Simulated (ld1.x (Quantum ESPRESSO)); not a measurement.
## What one change does to a pseudopotential (H (Z = 1), PAW)

ld1.x (Quantum ESPRESSO) 7.5 input, shortened:

```
&input
   title='H', zed=1., rel=1, dft='PBE', iswitch=3,
   config='1s1 2p-2'
 /
 &inputp
   pseudotype=3, lpaw=.true., tm=.true., lloc=-1, rcloc=1.35,
   nlcc=.false.,
   which_augfun='PSQ', rmatch_augfun_nc=.true.
 /
3
1S  1  0   1.00   0.00  1.25  1.70  0.0
1S  1  0   0.00   1.65  1.25  1.70  0.0
2P  2  1  -2.00   0.40  1.05  1.50  0.0
 &test
   configts(1)='1s1'
 /
```

Change: wave 1s channel at 1.65 Ry: rcut 1.25, rcutus 1.70 bohr becomes 1s channel at -0.36 Ry: rcut 1.25, rcutus 1.70 bohr.

Cutoffs: the cutoffs (Ry, on a coarse ladder) from which the occupation-weighted sum of valence levels, in a spherical-Bessel basis at the reference potential, stays within 10 and 1 mRy of its value at 400 Ry; they do not see the model core or the augmentation charge, which bear on the density cutoff. Errors are all-electron minus pseudo energies relative to the spin-unpolarised reference configuration.

**Question.** What does the change do?

**Answer.** The potential gets neither clearly harder nor softer (8 Ry and 15 Ry → 8 Ry and 15 Ry); the range in which the s phases agree narrows (upper end at the end of the scan → 3.3); neither file shows a bound ghost.

```tsv
quantity	base	changed
cutoff, loose	8 Ry	8 Ry
cutoff, tight	15 Ry	15 Ry
bound ghosts	none	none
error for 1s0.5, meV [ΔE 4.76 eV]	0.0	-0.4
s: phases at 1.86 bohr within 0.05 rad from the reference energy up to (Ry; the scan ends near 5)	to the end of the scan	3.3
p: phases at 1.86 bohr within 0.05 rad from the reference energy up to (Ry; the scan ends near 5)	to the end of the scan	to the end of the scan
lowest overlap eigenvalue by channel	s 0.70, p 0.94	s 0.98, p 0.94
```
